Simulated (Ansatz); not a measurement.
C₆H₉FO₂ (SMILES C=C(F)C(=O)OC(C)C), singlet, geometry from GFN2-xTB; B3LYP/STO-3G run with Ansatz (a first-principles code).

Ansatz was given this input:
Ansatz 0.2 input:
```yaml
crystal:
  periodic: [false, false, false]
  atoms:
    - {symbol: C, position_ang: [3.07027258, -0.01567043, -0.32478719]}
    - {symbol: C, position_ang: [1.82565138, -0.46648624, -0.30086642]}
    - {symbol: F, position_ang: [1.53016865, -1.72448273, -0.67418117]}
    - {symbol: C, position_ang: [0.65647685, 0.35621255, 0.13029238]}
    - {symbol: O, position_ang: [0.76691577, 1.50122318, 0.49541217]}
    - {symbol: O, position_ang: [-0.47370511, -0.32778387, 0.06554016]}
    - {symbol: C, position_ang: [-1.68533093, 0.34296518, 0.45358926]}
    - {symbol: C, position_ang: [-2.65371751, -0.73205704, 0.92262536]}
    - {symbol: C, position_ang: [-2.22773251, 1.13709689, -0.72950468]}
    - {symbol: H, position_ang: [3.89167932, -0.63326489, -0.64076467]}
    - {symbol: H, position_ang: [3.26506328, 0.99546824, -0.01920767]}
    - {symbol: H, position_ang: [-1.43839373, 1.03014318, 1.27352199]}
    - {symbol: H, position_ang: [-2.22329438, -1.29461969, 1.74684658]}
    - {symbol: H, position_ang: [-2.86528980, -1.41878919, 0.10733779]}
    - {symbol: H, position_ang: [-3.58066546, -0.27284158, 1.25317888]}
    - {symbol: H, position_ang: [-3.15531085, 1.62714710, -0.44835409]}
    - {symbol: H, position_ang: [-2.41577657, 0.47194785, -1.56921756]}
    - {symbol: H, position_ang: [-1.50893430, 1.89527365, -1.03142154]}
basis:
  gaussian:
    orbitals: STO-3G
hamiltonian:
  xc: b3lyp
accuracy: high
```

Output, abridged:

```
Functional definition: B3LYP
1245 factors; integrals over basis functions are off by at most 2.5e-8 eV
mean field evaluation 1: about -13000.9874 eV, gradient 3.7e1 eV
mean field evaluation 2: about -12986.1949 eV, gradient 8.9e1 eV
mean field evaluation 4: about -13004.9479 eV, gradient 4.6e0 eV
mean field evaluation 8: about -13004.9178 eV, gradient 6.5e-2 eV
mean field evaluation 16: about -13004.9178 eV, gradient 9.0e-6 eV
mean field -13004.91781500 eV, -477.9219146513 hartree, gradient 5.8e-8 eV, S^2 0.000000; 0 other end points of the search recorded, 0 dependent functions left out
reference -13004.91786014 eV, -477.9219163103 hartree; 35, 35 occupied and 19, 19 virtual orbitals, 1245 factors
Total energy: -13004.91786014 eV, -477.9219163103 hartree
```
